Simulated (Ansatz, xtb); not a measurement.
# Relative energy of two isomers of C3H11GaOSi

We compare I, `CC[Si@H](C)[O][GaH2]`, a singlet, with II, `C[CH2][GaH][O][SiH2]C`, a singlet. Both are isolated molecules in the gas phase, relaxed with PBE0-D3(BJ)/def2-SVP; the shapes shown needn't be the lowest conformers.

I (Å):

```
atom    x (Å)    y (Å)    z (Å)
   C   0.0341   2.5841  -0.3008
   C   1.1472   1.7084   0.2671
   C  -0.0322  -0.9697  -0.7439
  Ga  -2.2275  -0.4144   2.3210
   O  -0.5676   0.0940   1.9248
  Si   0.6044  -0.0255   0.7500
   H  -0.7924   2.6927   0.4194
   H  -0.3909   2.1581  -1.2242
   H   0.3887   3.5978  -0.5455
   H   1.5843   2.1779   1.1655
   H   1.9780   1.6136  -0.4554
   H   1.7772  -0.7604   1.3255
   H  -0.8977  -0.4648  -1.2020
   H  -0.3445  -1.9898  -0.4707
   H   0.7541  -1.0542  -1.5114
   H  -2.7520   0.1185   3.6900
   H  -2.9611  -1.3155   1.2717
```

II (Å):

```xyz
17

C     1.0829    0.6811    1.7258
C     0.4587    2.0594    1.5409
C    -0.2729   -1.7482   -1.3053
Ga   -1.0522    2.1474    0.2825
O    -1.7023    0.5989   -0.3365
Si   -1.6940   -1.0509   -0.3028
H     0.3493   -0.0576    2.0836
H     1.9088    0.6998    2.4558
H     1.4958    0.2895    0.7830
H     1.2079    2.7970    1.2031
H     0.0861    2.4560    2.5029
H    -1.8064    3.3943   -0.2861
H    -1.5939   -1.5520    1.1096
H    -2.9860   -1.5523   -0.8684
H    -0.3188   -1.3898   -2.3455
H    -0.3149   -2.8491   -1.3217
H     0.6991   -1.4519   -0.8813
```

Task: Estimate which is lower in electronic energy at CCSD(T)/def2-SVP + ΔMP2/def2-TZVPP, and by roughly how much.

Result: The CCSD(T)/def2-SVP + ΔMP2/def2-TZVPP calculation puts structure I lower, by 9.4 kJ/mol.

Level by level:

```csv
level,geometry,E(II) − E(I) (kJ/mol),departure from the last row (kJ/mol),"job, with rough time for the two"
PBE0-D3(BJ)/def2-SVP,PBE0-D3(BJ)/def2-SVP,+12.6,+3.2,"optimisation, 5.8 min"
HF/def2-SVP,PBE0-D3(BJ)/def2-SVP,+11.4,+2.0,part of the CCSD(T) run
MP2/def2-SVP,PBE0-D3(BJ)/def2-SVP,+9.8,+0.4,part of the CCSD(T) run
CCSD(T)/def2-SVP,PBE0-D3(BJ)/def2-SVP,+10.5,+1.0,single point
CCSD(T)/def2-SVP + ΔMP2/def2-TZVPP,PBE0-D3(BJ)/def2-SVP,+9.4,,"single point, 2.3 min"
```

As drawn, II has 1 C–Ga, 1 Si–H in place of 1 C–Si, 1 Ga–H.

None of the levels shown reverses the order. The largest departure from CCSD(T)/def2-SVP + ΔMP2/def2-TZVPP is that of PBE0-D3(BJ)/def2-SVP, 3.2 kJ/mol. A small imaginary or near-zero mode remains, so no thermal terms are given. Levels run at GFN2-xTB geometries aren't shown. The last row adds to CCSD(T) the change of the MP2 difference between the two basis sets, here −1.0 kJ/mol.

The correlated steps freeze 18 core orbitals; the filled d shell of Ga is correlated, in a basis made for valence electrons. Run with Ansatz 0.2.0, xtb 6.7.1; the last row on 4 threads of Arm Neoverse V1 on a shared host.
